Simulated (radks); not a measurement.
Spherical quantum dot in the effective-mass picture: electrons in a hard-walled sphere of radius 1.52, with a point charge +2 (a donor) at the centre, all in effective atomic units (hartree* = m*/eps^2 hartree, bohr* = eps/m* bohr), one dielectric constant everywhere. Calculated with a radial shooting solver with Libxc functionals: non-relativistic Kohn-Sham, LDA (Slater exchange, Perdew-Wang correlation), spin-polarised, spherical densities. Levels are named by radial order and angular momentum (1s, 1p, 1d, 2s, ...), and open shells are averaged over m. At N = 13 the configuration is 1s2 1p6 1d(up 5, down 0). Does electron 14 go into 2s down or 1d down or 2s up?

Answer. Into 1d down. The total energies of the other choices lie higher by 0.0585 hartree* (2s up), 0.195 hartree* (2s down).
